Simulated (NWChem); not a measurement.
The numbers come from NWChem runs, not from measurements. System: GeI2, charge 0, spin multiplicity 1, at a geometry optimised with PBE/def2-SVP with def2 effective core potentials on I. The structure started from a generated list of species. Level: G0W0@PBE/def2-TZVP with def2 effective core potentials on I, RI basis def2-tzvp-rifit, no spin-orbit coupling.

Job file:

```
start mol
memory heap 200 mb stack 700 mb global 1700 mb
geometry units angstroms nocenter noautoz
  Ge     0.000000     0.000000    -1.229151
  I     -2.032331     0.000000     0.371065
  I      2.032331     0.000000     0.371065
  symmetry group C2v
end
basis spherical
  * library def2-tzvp
end
ecp
  I library def2-ecp
end
basis "ri basis" bse spherical
  * library def2-tzvp-rifit
end
dft
  xc xpbe96 cpbe96
  iterations 100
  direct
  tolerances tight
end
task dft energy
gw
  states alpha occ 4 vir 2
end
task dft gw
```

NWChem printed:

```
             Northwest Computational Chemistry Package (NWChem) 7.3.0
             --------------------------------------------------------

                                NWChem Input Module
                                -------------------

 Scaling coordinates for geometry "geometry" by  1.889725989
 (inverse scale =  0.529177249)

 Turning off AUTOSYM since
 SYMMETRY directive was detected!

                             Geometry "geometry" -> ""
                             -------------------------

 Output coordinates in angstroms (scale by  1.889725989 to convert to a.u.)

  No.       Tag          Charge          X              Y              Z
 ---- ---------------- ---------- -------------- -------------- --------------
    1 Ge                  32.0000     0.00000000     0.00000000    -1.22915100
    2 I                   53.0000    -2.03233100     0.00000000     0.37106500
    3 I                   53.0000     2.03233100     0.00000000     0.37106500

 Effective nuclear repulsion energy (a.u.)    1059.6231490896

            Nuclear Dipole moment (a.u.)
            ----------------------------
        X                 Y               Z
 ---------------- ---------------- ----------------
     0.0000000000     0.0000000000     0.0001096041

      Symmetry information
      --------------------

 Group name             C2v
 Group number             16
 Group order               4
 No. of unique centers     2

      Symmetry unique atoms

     1    2


 Summary of "ao basis" -> "" (spherical)
 ------------------------------------------------------------------------------
       Tag                 Description            Shells   Functions and Types
 ---------------- ------------------------------  ------  ---------------------
 *                         def2-tzvp                  on all atoms

 Summary of "ri basis" -> "" (spherical)
 ------------------------------------------------------------------------------
       Tag                 Description            Shells   Functions and Types
 ---------------- ------------------------------  ------  ---------------------
 *                      def2-tzvp-rifit               on all atoms

  pbe96 is a nonlocal functional; adding pw91lda local functional.

                                 NWChem DFT Module
                                 -----------------

 Summary of "ao basis" -> "ao basis" (spherical)
 ------------------------------------------------------------------------------
       Tag                 Description            Shells   Functions and Types
 ---------------- ------------------------------  ------  ---------------------
 Ge                        def2-tzvp                16       48   6s5p4d1f
 I                         def2-tzvp                16       50   6s5p3d2f

 Summary of "ao basis" -> "ao basis" (spherical)
 ------------------------------------------------------------------------------
       Tag                 Description            Shells   Functions and Types
 ---------------- ------------------------------  ------  ---------------------
 Ge                        def2-tzvp                16       48   6s5p4d1f
 I                         def2-tzvp                16       50   6s5p3d2f

      Symmetry analysis of basis
      --------------------------

        a1         54
        a2         22
        b1         44
        b2         28

            General Information
            -------------------
          SCF calculation type: DFT
          Wavefunction type:  closed shell.
          No. of atoms     :     3
          No. of electrons :    82
           Alpha electrons :    41
            Beta electrons :    41
          Charge           :     0
          Spin multiplicity:     1
          Use of symmetry is: on ; symmetry adaption is: on
          Maximum number of iterations: 100
          This is a Direct SCF calculation.
          AO basis - number of functions:   148
                     number of shells:    48
          Convergence on energy requested:  1.00D-06
          Convergence on density requested:  1.00D-05
          Convergence on gradient requested:  5.00D-04

              XC Information
              --------------
          PerdewBurkeErnzerhof Exchange Functional  1.000
            Perdew 1991 LDA Correlation Functional  1.000 local
           PerdewBurkeErnz. Correlation Functional  1.000 non-local

             Grid Information
             ----------------
          Grid used for XC integration:  medium
          Radial quadrature: Mura-Knowles
          Angular quadrature: Lebedev.
          Tag              B.-S. Rad. Rad. Pts. Rad. Cut. Ang. Pts.
          ---              ---------- --------- --------- ---------
          Ge                  1.25      112          10.0       590
          I                   1.40      123          12.0       590
          Grid pruning is: on
          Number of quadrature shells:   235
          Spatial weights used:  Erf1

          Convergence Information
          -----------------------
          Convergence aids based upon iterative change in
          total energy or number of iterations.
          Levelshifting, if invoked, occurs when the
          HOMO/LUMO gap drops below (HL_TOL):  1.00D-02
          DIIS, if invoked, will attempt to extrapolate
          using up to (NFOCK): 10 stored Fock matrices.

                    Damping( 0%)  Levelshifting(0.5)       DIIS
                  --------------- ------------------- ---------------
          dE  on:    start            ASAP                start
          dE off:    2 iters        100 iters           100 iters
[...]
     1 a1          2 a1          3 b1          4 a1          5 b2
     6 a1          7 b1          8 a1          9 a1         10 b1
    11 a1         12 b2         13 b1         14 a2         15 b1
    16 a1         17 b2         18 a1         19 b1         20 a1
    21 b2         22 a2         23 b1         24 a1         25 b2
    26 a2         27 b1         28 b1         29 a1         30 a2
    31 a1         32 b2         33 a1         34 b1         35 a1
    36 b1         37 a1         38 b2         39 a2         40 b1
    41 a1         42 b2         43 a1         44 b1         45 b1
    46 a1         47 a1         48 b2         49 b1         50 a2
    51 b2

   convergence    iter        energy       DeltaE   RMS-Dens  Diis-err    time
 ---------------- ----- ----------------- --------- --------- ---------  ------
 d= 0,ls=0.0,diis     1  -2672.0755131144 -3.08D+03  1.59D-02  9.61D-01     4.1
 d= 0,ls=0.0,diis     2  -2671.3971870693  6.78D-01  1.34D-02  4.28D+00     6.6
 d= 0,ls=0.0,diis     3  -2672.1379449450 -7.41D-01  2.75D-03  3.21D-01     9.0
 d= 0,ls=0.0,diis     4  -2672.1721620327 -3.42D-02  6.30D-04  3.56D-02    11.5
 d= 0,ls=0.0,diis     5  -2672.1736463547 -1.48D-03  1.96D-04  2.45D-03    15.0
 d= 0,ls=0.0,diis     6  -2672.1738465622 -2.00D-04  1.18D-04  3.62D-04    17.8
 d= 0,ls=0.0,diis     7  -2672.1739158894 -6.93D-05  1.64D-05  7.07D-06    20.4
 d= 0,ls=0.0,diis     8  -2672.1739166412 -7.52D-07  3.71D-06  7.46D-07    24.4

         Total DFT energy =    -2672.173916641152
      One electron energy =    -4745.798152097509
           Coulomb energy =     1788.045201582705
    Exchange-Corr. energy =     -123.110395146121
 Nuclear repulsion energy =      408.689429019773

 Numeric. integr. density =       82.000000542782

     Total iterative time =     22.7s

                  Occupations of the irreducible representations
                  ----------------------------------------------

                     irrep           alpha         beta
                     --------     --------     --------
                     a1               17.0         17.0
                     a2                5.0          5.0
                     b1               12.0         12.0
                     b2                7.0          7.0

                       DFT Final Molecular Orbital Analysis
                       ------------------------------------

 Vector   39  Occ=2.000000D+00  E=-2.485224D-01  Symmetry=a2
              MO Center= -8.8D-14,  8.5D-15,  3.3D-01, r^2= 6.1D+00
   Bfn.  Coefficient  Atom+Function         Bfn.  Coefficient  Atom+Function
  ----- ------------  ---------------      ----- ------------  ---------------
    65      0.389715  2 I  py               115     -0.389715  3 I  py
    59     -0.326761  2 I  py               109      0.326761  3 I  py
    62      0.262430  2 I  py               112     -0.262430  3 I  py
    68      0.193939  2 I  py               118     -0.193939  3 I  py
    56     -0.041554  2 I  py               106      0.041554  3 I  py

 Vector   40  Occ=2.000000D+00  E=-2.355778D-01  Symmetry=b1
              MO Center=  4.5D-13, -9.0D-15,  3.1D-01, r^2= 6.4D+00
   Bfn.  Coefficient  Atom+Function         Bfn.  Coefficient  Atom+Function
  ----- ------------  ---------------      ----- ------------  ---------------
    64      0.315652  2 I  px               114      0.315652  3 I  px
    58     -0.266065  2 I  px               108     -0.266065  3 I  px
    66      0.242241  2 I  pz               116     -0.242241  3 I  pz
    61      0.216544  2 I  px               111      0.216544  3 I  px
    60     -0.203753  2 I  pz               110      0.203753  3 I  pz

 Vector   41  Occ=2.000000D+00  E=-2.325058D-01  Symmetry=a1
              MO Center= -5.9D-13,  2.7D-16, -1.0D-01, r^2= 6.1D+00
   Bfn.  Coefficient  Atom+Function         Bfn.  Coefficient  Atom+Function
  ----- ------------  ---------------      ----- ------------  ---------------
    66      0.352114  2 I  pz               116      0.352114  3 I  pz
     6      0.327613  1 Ge s                 60     -0.295100  2 I  pz
   110     -0.295100  3 I  pz                 5      0.257337  1 Ge s
    63      0.239352  2 I  pz               113      0.239352  3 I  pz
    18     -0.199194  1 Ge pz                69      0.184719  2 I  pz

 Vector   42  Occ=0.000000D+00  E=-1.478434D-01  Symmetry=b2
              MO Center=  3.3D-14, -1.0D-15, -8.7D-01, r^2= 4.1D+00
   Bfn.  Coefficient  Atom+Function         Bfn.  Coefficient  Atom+Function
  ----- ------------  ---------------      ----- ------------  ---------------
    20      0.578471  1 Ge py                17      0.493823  1 Ge py
    11     -0.212889  1 Ge py                65     -0.196850  2 I  py
   115     -0.196850  3 I  py                59      0.161558  2 I  py
   109      0.161558  3 I  py                68     -0.152213  2 I  py
   118     -0.152213  3 I  py                62     -0.137198  2 I  py

 Vector   43  Occ=0.000000D+00  E=-8.177508D-02  Symmetry=a1
              MO Center=  9.3D-14, -2.1D-15, -5.6D-01, r^2= 6.1D+00
   Bfn.  Coefficient  Atom+Function         Bfn.  Coefficient  Atom+Function
  ----- ------------  ---------------      ----- ------------  ---------------
    21      0.705531  1 Ge pz                18      0.421305  1 Ge pz
     6      0.394831  1 Ge s                 67     -0.325905  2 I  px
   117      0.325905  3 I  px                 5      0.275442  1 Ge s
    54     -0.243550  2 I  s                104     -0.243550  3 I  s
    64     -0.221295  2 I  px               114      0.221295  3 I  px

 Vector   44  Occ=0.000000D+00  E=-6.105259D-02  Symmetry=b1
              MO Center= -3.7D-14,  7.2D-16, -6.6D-01, r^2= 6.0D+00
   Bfn.  Coefficient  Atom+Function         Bfn.  Coefficient  Atom+Function
  ----- ------------  ---------------      ----- ------------  ---------------
    19      0.871967  1 Ge px                16      0.447632  1 Ge px
    54      0.299185  2 I  s                104     -0.299185  3 I  s
    69     -0.294282  2 I  pz               119      0.294282  3 I  pz
    67      0.248729  2 I  px               117      0.248729  3 I  px
    66     -0.203092  2 I  pz               116      0.203092  3 I  pz

 center of mass
 --------------
 x =   0.00000000 y =   0.00000000 z =   0.01911747

 moments of inertia (a.u.)
 ------------------
         523.497331075402           0.000000000000           0.000000000000
           0.000000000000        4267.012020384073           0.000000000000
           0.000000000000           0.000000000000        3743.514689308671

     Multipole analysis of the density
     ---------------------------------

     L   x y z        total         alpha         beta         nuclear
     -   - - -        -----         -----         ----         -------
     0   0 0 0     -0.000000    -41.000000    -41.000000     82.000000

     1   1 0 0      0.000000      0.000000      0.000000      0.000000
     1   0 1 0     -0.000000     -0.000000     -0.000000      0.000000
     1   0 0 1     -0.521441     19.373138     19.373138    -39.267716

     2   2 0 0    -54.233753   -395.862236   -395.862236    737.490719
     2   1 1 0     -0.000000     -0.000000     -0.000000      0.000000
     2   1 0 1     -0.000000     -0.000000     -0.000000      0.000000
     2   0 2 0    -51.891270    -25.945635    -25.945635      0.000000
     2   0 1 1     -0.000000     -0.000000     -0.000000      0.000000
     2   0 0 2    -51.279986   -124.255740   -124.255740    197.231494

 Task  times  cpu:       24.4s     wall:       24.4s

                                NWChem Input Module
                                -------------------

                                 NWChem GW Module
                                 ----------------

                             ***********************
                             ***        GW       ***
                             ***********************

 Summary of "ri basis" -> "ri basis" (spherical)
 ------------------------------------------------------------------------------
       Tag                 Description            Shells   Functions and Types
 ---------------- ------------------------------  ------  ---------------------
 Ge                     def2-tzvp-rifit             37      159   10s9p8d5f4g1h
 I                      def2-tzvp-rifit             38      184   9s8p8d6f4g3h

                 Memory Information
                 ------------------
          Available GA per process is          1699.8 MBs
          Available stack per process is        700.0 MBs
          Available heap per process is           0.0 MBs

          Peak memory in Initialization
              Peak GA per process is                 27.6 MBs
              Peak stack per process is               0.2 MBs
              Peak heap per process is               29.0 MBs
              Memory not in MA per process            0.0 MBs

          Peak memory in AFF Calculation
              Peak GA per process is                189.7 MBs
              Peak stack per process is             146.8 MBs
              Peak heap per process is                0.0 MBs
              Memory not in MA per process          146.8 MBs

          Computing 2-center integrals
          Computing Inverse Cholesky factor
          Computing 3-center integrals
          Computing V_xc ...

          Computing Sigma_x
          Computing RPA polarizability
          Solving quasiparticle equations

                  Alpha Orbitals
          State     Energy (eV)     Error (eV)
          -----------------------------------
@GW        38         -9.279           0.004
@GW        39         -8.859           0.005
@GW        40         -8.663           0.005
@GW        41         -8.528           0.005
@GW        42         -1.847           0.005
@GW        43          0.184           0.002

   Applying  -2.2013 eV scissor-shift to rest of particle states

   Applying   2.1757 eV scissor-shift to rest of hole states

     GW Timing Statistics
   ------------------------
   Init.   :          0.2s
     ERIs  :          3.5s
     Distr.:          0.1s
     Vxc   :          0.2s
   Sigma_x :          0.0s
   RPA     :         19.8s
   Wmn     :          0.1s
   Sigma_c :          0.1s
   GW total:         24.0s

 Task  times  cpu:       24.0s     wall:       24.0s

 Total times  cpu:       48.4s     wall:       48.4s
```
